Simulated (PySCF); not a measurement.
Gas-phase reaction: SnH2 + 2 S ⇌ SnS + H2S

Computed with PySCF and rigid-rotor harmonic-oscillator thermochemistry at 1 bar. † marks an energy on the PBE0/def2-TZVP geometry and frequencies; other levels use their own. MP2 and CCSD(T) freeze the core. Open shells (unrestricted): S (multiplicity 3, electronic degeneracy 9); the rest are closed-shell singlets. Spin-orbit splitting is ignored; it lowers the true energy and changes the entropy of S. Sn: scalar-relativistic def2 core potential, no spin-orbit coupling. SnH2: computed as isolated molecules; such fragments, hydroxides, amides, oligomers or adducts are transient or little studied in the gas. MP2 isn't extrapolated to the basis-set limit; its ΔH°(298 K) is -645.8 kJ in def2-SVP and -715.2 kJ in def2-TZVPP. CCSD(T) isn't extrapolated to the basis-set limit; its ΔH°(298 K) is -619.4 kJ in def2-SVP and -669.2 kJ in def2-TZVPP. The harmonic model lacks anharmonicity and excited electronic states, which grow with temperature; levels with a mode under 35 cm⁻¹ are left out. Warning, large T1 diagnostic: SnS (CCSD(T)/def2-TZVPP†).

| level | ΔE electronic, kJ | ΔH°(298 K), kJ | ΔS°(298 K), J/K | ΔG°(2000 K), kJ |
|---|---|---|---|---|
| BLYP/def2-TZVP† | -710 | -696 | -121 | -432 |
| CCSD(T)/def2-TZVPP† | -683 | -669 | -121 | -406 |
| HF/def2-TZVP† | -433 | -418 | -121 | -155 |
| MP2/def2-SVP† | -660 | -646 | -121 | -382 |
| MP2/def2-TZVPP† | -729 | -715 | -121 | -452 |
| PBE/def2-SVP | -737 | -723 | -121 | -461 |
| PBE0/def2-QZVP† | -715 | -701 | -121 | -438 |
| PBE0/def2-TZVP | -712 | -698 | -121 | -434 |
| ωB97X-V/def2-TZVP† | -706 | -692 | -121 | -428 |
ΔH° is lowest at PBE/def2-SVP and highest at HF/def2-TZVP†. No reference value is set beside these.
